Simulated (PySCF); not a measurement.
# Computed properties of AlF₂, SMILES [F][Al+][F], charge +1

AlF2, SMILES [F][Al+][F], charge +1. Coordinates come from a B3LYP-D3(BJ)/def2-TZVP optimisation. The spin state was assumed, not searched. The isomer is the one that the SMILES or the coordinates give; other isomers of the formula were not compared. The values are those of a single conformer. All values are computed for the isolated molecule unless a solvent is named; none is compared with measurement here.

**Structure.** The optimised structure has D∞h symmetry. All 4 harmonic modes at B3LYP-D3(BJ)/def2-TZVP (PySCF) are real, so it is a minimum. With heavy atoms numbered as in [Al+:1]([F:2])[F:3], the shortest bond between them is Al1–F2 at 1.592 Å and the longest Al1–F3 at 1.592 Å.

**Vibrations.** The strongest infrared lines (harmonic, unscaled, degenerate partners summed) lie at 187 cm⁻¹ (295 km/mol, Al 58 %, F 42 %), 1159 cm⁻¹ (151 km/mol, Al 58 %, F 42 %). The softest mode is at 187 cm⁻¹ and the zero-point energy is 3.3 kcal/mol.

**Electronic structure.** PBE0/def2-TZVPD (PySCF) places the frontier levels at -19.41 and -10.16 eV, a gap of 9.25 eV and a mean polarisability of 14.9 bohr³. PBE/def2-TZVPD (PySCF) at the same geometry gives -17.38 and -11.14 eV, so its gap is 3.01 eV narrower. An orbital gap is neither the optical nor the fundamental gap.

**Excitations.** TDDFT-CAM-B3LYP/def2-TZVPD (PySCF) has S1 at 7.24 eV (171 nm, f = 0.000, dark); the most intense of the 10 singlets computed lies at 7.60 eV (f = 0.11). Strengths of degenerate partners are summed. T1 (TDA) is at 6.90 eV. TDDFT-PBE/def2-TZVPD (PySCF) puts S1 at 6.32 eV. No vertical singlet excitation falls in the visible range (under 3.1 eV).

**NMR.** GIAO shifts at B3LYP/pcSseg-2 (PySCF) (non-relativistic, atoms alike by connectivity averaged): ¹⁹F at -223.9 ppm against CFCl3.
